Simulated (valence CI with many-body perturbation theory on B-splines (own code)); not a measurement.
E1 transitions of Ca12+

Computed by configuration interaction combined with many-body perturbation theory (CI+MBPT): six valence electrons over a frozen Dirac-Fock core [He], a basis of 9 s, 9 p, 8 d, 6 f, 3 g, 1 h functions for each j, with the one-electron correlation potential Σ1 (screened to all orders), the two-electron term Σ2, the three-electron term Σ3, Breit, model QED; selected single and double excitations, second order for the rest, scaled by the run's own slope (own B-spline code, finite nucleus).

No measured levels were compared; by estimate levels of excited configurations hold to 0.05 to 0.15 % of their energy, terms of the ground configuration to about 0.5 %. Among the levels kept, up to 3000 cm⁻¹ of a level comes from second order outside the variational space, and about a tenth of that is noise between levels of different J, which matters for small intervals.

Lines 1 to 50 of 197 in falling wavelength, among levels below 3810.1 × 10³ cm⁻¹, chosen from the strongest by gf and those to the six lowest levels. Wavelengths and rates use the calculated energies, so an error of 2000 cm⁻¹ moves a line at 129.1 nm by 2.6 % and its rate by three times that or more. Electric multipoles are in the length gauge, E1 and E2 with the static RPA response of the core. Weak lines are less certain than strong ones. Lines between different terms over intervals too small for the method are left out, as are lines whose strength nearly cancels. The highest levels of a list are the least certain.

Names give the largest LS component (configuration and term), which can be under half, so a name can repeat, a term be missing and a line seem to break the LS rules; names also repeat where a configuration has a term twice. Letters in brackets count levels of one name in rising energy.

```tsv
λ vac (nm)	Upper	Lower	A (s⁻¹)	log gf	Branch %
129.1	2s2 2p3 3p 3P_2 [a]	2s2 2p3 3s 3D°_3	1.52e+07	-1.72	0.6
83.95	2s2 2p3 3p 1P_1 [a]	2s2 2p3 3s 1D°_2	1.92e+08	-1.22	6.1
81.61	2s2 2p3 3d 3D°_3	2s2 2p3 3p 3F_3	2.26e+07	-1.80	0.0
76.49	2s2 2p3 3p 3P_1 [b]	2s2 2p3 3s 3P°_2	2.10e+08	-1.26	0.8
72.76	2s2 2p3 3p 3D_1 [a]	2s2 2p3 3s 1D°_2	5.51e+08	-0.88	13.5
71.56	2s2 2p3 3p 3D_2 [b]	2s2 2p3 3s 1P°_1	1.70e+08	-1.18	1.5
71.13	2s2 2p3 3p 1P_1 [a]	2s2 2p3 3s 3D°_2	3.49e+08	-1.10	11.0
70.70	2s2 2p3 3p 1P_1 [a]	2s2 2p3 3s 3D°_1	3.86e+08	-1.06	12.2
68.13	2s2 2p3 3p 3D_2 [a]	2s2 2p3 3s 3D°_3	2.28e+08	-1.10	11.5
67.99	2s2 2p3 3p 1D_2 [a]	2s2 2p3 3s 1P°_1	1.24e+08	-1.37	1.2
65.79	2s2 2p3 3p 3D_2 [a]	2s2 2p3 3s 3D°_2	1.13e+09	-0.44	56.8
65.45	2s2 2p3 3p 1F_3	2s2 2p3 3s 1D°_2	1.55e+09	-0.16	72.6
65.37	2s2 2p3 3p 3D_3 [a]	2s2 2p3 3s 3D°_3	1.36e+09	-0.22	60.4
64.65	2s2 2p3 3p 3D_2 [b]	2s2 2p3 3s 3P°_2	2.39e+08	-1.13	2.1
64.19	2s2 2p3 3p 3S_1	2s2 2p3 3s 3P°_2	3.98e+08	-1.13	1.5
63.84	2s2 2p3 3p 1P_1 [b]	2s2 2p3 3s 1P°_1	1.09e+09	-0.70	7.6
63.22	2s2 2p3 3p 3D_3 [a]	2s2 2p3 3s 3D°_2	1.05e+08	-1.36	4.7
62.84	2s2 2p3 3p 3P_1 [a]	2s2 2p3 3s 3S°_1	1.51e+09	-0.57	60.5
62.59	2s2 2p3 3p 3D_1 [a]	2s2 2p3 3s 3D°_1	5.48e+08	-1.02	13.5
62.40	2s2 2p3 3p 3D_1 [b]	2s2 2p3 3s 3P°_1	9.05e+08	-0.80	8.7
62.34	2s2 2p3 3p 5P_1	2s2 2p3 3s 5S°_2	1.70e+09	-0.53	89.7
61.79	2s2 2p3 3p 3P_2 [a]	2s2 2p3 3s 3S°_1	1.52e+09	-0.36	60.5
61.66	2s2 2p3 3p 5P_2	2s2 2p3 3s 5S°_2	1.73e+09	-0.31	95.8
61.36	2s2 2p3 3p 3D_1 [b]	2s2 2p3 3s 3P°_0	7.35e+08	-0.91	7.1
61.27	2s2 2p3 3p 3F_3	2s2 2p3 3s 3D°_3	8.40e+07	-1.48	2.1
61.21	2s2 2p3 3p 3P_0 [a]	2s2 2p3 3s 3S°_1	1.64e+09	-1.04	71.9
61.12	2s2 2p3 3p 3D_2 [b]	2s2 2p3 3s 3P°_1	6.43e+08	-0.74	5.7
61.00	2s2 2p3 3p 3F_2	2s2 2p3 3s 3D°_1	1.89e+09	-0.28	57.8
60.87	2s2 2p3 3p 3D_3 [b]	2s2 2p3 3s 3P°_2	1.86e+09	-0.14	20.9
60.71	2s2 2p3 3p 3S_1	2s2 2p3 3s 3P°_1	4.09e+08	-1.17	1.6
60.03	2s2 2p3 3p 5P_3	2s2 2p3 3s 5S°_2	1.92e+09	-0.14	97.5
59.73	2s2 2p3 3p 3S_1	2s2 2p3 3s 3P°_0	5.54e+08	-1.05	2.1
59.60	2s2 2p3 3p 3F_4	2s2 2p3 3s 3D°_3	2.09e+09	0.00	92.1
59.38	2s2 2p3 3p 3F_3	2s2 2p3 3s 3D°_2	1.96e+09	-0.14	49.6
58.49	2s2 2p3 3p 1D_2 [a]	2s2 2p3 3s 3P°_1	1.21e+09	-0.51	11.9
58.11	2s2 2p3 3p 3P_1 [c]	2s2 2p3 3s 1P°_1	4.11e+08	-1.20	3.6
58.11	2s2 2p3 3p 3P_2 [c]	2s2 2p3 3s 1P°_1	6.47e+08	-0.79	11.4
55.18	2s2 2p3 3d 3F°_3	2s2 2p3 3p 3F_4	6.81e+07	-1.66	0.1
54.57	2s2 2p3 3p 1P_1 [b]	2s2 2p3 3s 3P°_0	3.97e+08	-1.27	2.8
53.82	2s2 2p3 3d 3F°_3	2s2 2p3 3p 3F_3	2.94e+08	-1.05	0.2
53.68	2s2 2p3 3d 3F°_2	2s2 2p3 3p 3F_2	2.39e+08	-1.29	0.2
53.47	2s2 2p3 3p 3P_1 [c]	2s2 2p3 3s 3P°_2	1.26e+09	-0.79	11.1
53.46	2s2 2p3 3p 3P_2 [c]	2s2 2p3 3s 3P°_2	1.97e+09	-0.37	34.8
52.51	2s2 2p3 3d 3F°_2	2s2 2p3 3p 3D_1 [a]	5.58e+08	-0.94	0.5
52.32	2s2 2p3 3d 3F°_3	2s2 2p3 3p 3F_2	9.85e+07	-1.55	0.1
52.30	2s2 2p3 3d 3F°_2	2s2 2p3 3p 3D_3 [a]	7.49e+07	-1.81	0.1
51.21	2s2 2p3 3p 3P_0 [c]	2s2 2p3 3s 3P°_1	3.11e+09	-0.91	17.8
51.03	2s2 2p3 3p 3P_1 [c]	2s2 2p3 3s 3P°_1	6.94e+08	-1.09	6.1
51.02	2s2 2p3 3p 3P_2 [c]	2s2 2p3 3s 3P°_1	1.30e+08	-1.60	2.3
51.01	2s2 2p3 3d 3F°_3	2s2 2p3 3p 3D_3 [a]	7.87e+08	-0.67	0.6
```

(1) How does gf follow from A for the line at 71.13 nm?

Results:

(1) gf = 1.4992 × (2J+1)_upper × A / σ², with σ = 140596 cm⁻¹ and 2J+1 = 3: gf = 0.0793.
